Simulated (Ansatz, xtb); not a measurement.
# C4H5BrN2: which of two isomers lies lower

Structure I is `Nc1c[nH]cc1Br`, a singlet and structure II is `Nc1cc[nH]c1Br`, a singlet. Both are isolated molecules in the gas phase, relaxed with B3LYP/def2-SVP; the shapes shown needn't be the lowest conformers.

I (Å):

```xyz
12

C    -0.8345   -0.8516   -1.0829
C     0.5162   -0.5365   -1.1589
C    -0.0095   -1.5609   -3.0978
C    -1.1525   -1.4985   -2.3188
Br   -2.8665   -2.1349   -2.7986
N    -1.7085   -0.6567   -0.0128
N     0.9915   -0.9725   -2.3817
H    -1.5124    0.1725    0.5390
H    -2.6855   -0.6773   -0.2929
H     1.1652   -0.0519   -0.4340
H     1.9463   -0.8726   -2.6971
H     0.1419   -1.9715   -4.0922
```

II (Å):

```xyz
12

C    -0.5799   -0.6101   -1.0772
C    -0.5951    0.0215   -2.3624
C    -0.4865   -0.9668   -3.3242
C    -0.4603   -1.9696   -1.3254
Br   -0.3636   -3.3942   -0.1003
N    -0.7308    0.0144    0.1627
N    -0.4101   -2.1758   -2.6900
H    -0.4440   -0.5697    0.9438
H    -0.2760    0.9212    0.2167
H    -0.6883    1.0899   -2.5484
H    -0.4626   -0.8955   -4.4091
H    -0.3259   -3.0816   -3.1303
```

Quicker runs give these differences E(II) − E(I): GFN2-xTB +0.09 kcal/mol; HF/STO-3G +0.24 kcal/mol (at GFN2-xTB geometries); r2SCAN-D4/def2-SVP +0.42 kcal/mol (at GFN2-xTB geometries).

Estimate E(II) − E(I) at the level CCSD(T)/def2-SVP + ΔMP2/def2-TZVPP.

CCSD(T)/def2-SVP + ΔMP2/def2-TZVPP gives E(II) − E(I) = +0.49 kcal/mol, slightly favouring structure I, which is too small a margin to settle the true order.

How the difference moves with the method:

| level | geometry | E(II) − E(I) (kcal/mol) | departure from the last row (kcal/mol) | job, with rough time for the two |
| --- | --- | --- | --- | --- |
| GFN2-xTB | GFN2-xTB | +0.09 | −0.40 | optimisation, 0.12 s |
| HF/STO-3G | GFN2-xTB | +0.24 | −0.24 | single point, 0.72 s |
| r2SCAN-D4/def2-SVP | GFN2-xTB | +0.42 | −0.07 | single point, 7.8 s |
| B3LYP/def2-SVP | B3LYP/def2-SVP | +0.36 | −0.12 | optimisation, 66 s |
| HF/def2-SVP | B3LYP/def2-SVP | +0.44 | −0.04 | part of the CCSD(T) run |
| MP2/def2-SVP | B3LYP/def2-SVP | +0.42 | −0.07 | part of the CCSD(T) run |
| CCSD(T)/def2-SVP | B3LYP/def2-SVP | +0.50 | +0.01 | single point |
| CCSD(T)/def2-SVP + ΔMP2/def2-TZVPP | B3LYP/def2-SVP | +0.49 |  | single point, 2.9 min |

As drawn, both hold the same kinds of bond in the same numbers.

The largest departure from CCSD(T)/def2-SVP + ΔMP2/def2-TZVPP is that of GFN2-xTB, 0.40 kcal/mol. The last row adds to CCSD(T) the change of the MP2 difference between the two basis sets, here −0.01 kcal/mol.

With thermal terms from frequencies at re-optimised GFN2-xTB minima (ideal gas, soft modes damped towards free rotors, one conformer each, 298.15 K, 1 atm): the zero-point term adds −0.03 kcal/mol; ΔH is +0.50 and ΔG +0.39 kcal/mol.

The correlated steps freeze 15 core orbitals; the filled d shell of Br is correlated, in a basis made for valence electrons. Run with Ansatz 0.2.0, xtb 6.7.1; the last row on 2 threads of Arm Neoverse V2 on a shared host.
